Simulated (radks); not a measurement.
Isoelectronic series with 10 electrons, all held in the configuration [Ne], which need not be the ground one along the series. Method: non-relativistic Kohn-Sham, BLYP, spin-polarised, spherical densities, point nucleus; computed with a radial shooting solver on a logarithmic mesh with Libxc functionals. Total energies (hartree) and screening constants sigma, defined by e = -(Z - sigma)^2 / (2 n^2) hartree:

| ion | E (hartree) | 2p | 2s | 1s |
|---|---|---|---|---|
| Ne | -128.97301 | 8.017 | 6.740 | 2.187 |
| Mg2+ | -199.24478 | 7.570 | 6.592 | 2.305 |
| Al3+ | -240.41022 | 7.466 | 6.539 | 2.345 |
| Si4+ | -285.58672 | 7.391 | 6.497 | 2.378 |
| P5+ | -334.77119 | 7.334 | 6.462 | 2.406 |
| S6+ | -387.96163 | 7.289 | 6.434 | 2.429 |
| Cl7+ | -445.15668 | 7.253 | 6.410 | 2.449 |
| Ar8+ | -506.35537 | 7.223 | 6.389 | 2.466 |
| K9+ | -571.55700 | 7.197 | 6.372 | 2.480 |
| Ca10+ | -640.76104 | 7.176 | 6.356 | 2.494 |
| Sc11+ | -713.96706 | 7.157 | 6.343 | 2.505 |
| Ti12+ | -791.17476 | 7.140 | 6.331 | 2.515 |
| V13+ | -872.38388 | 7.126 | 6.320 | 2.525 |
| Cr14+ | -957.59421 | 7.113 | 6.310 | 2.533 |
| Mn15+ | -1046.80559 | 7.101 | 6.301 | 2.541 |
| Fe16+ | -1140.01787 | 7.091 | 6.293 | 2.548 |
| Co17+ | -1237.23095 | 7.081 | 6.286 | 2.554 |
| Ni18+ | -1338.44472 | 7.073 | 6.280 | 2.560 |
| Cu19+ | -1443.65911 | 7.065 | 6.274 | 2.565 |
| Zn20+ | -1552.87405 | 7.058 | 6.268 | 2.570 |
| Ga21+ | -1666.08947 | 7.051 | 6.263 | 2.575 |
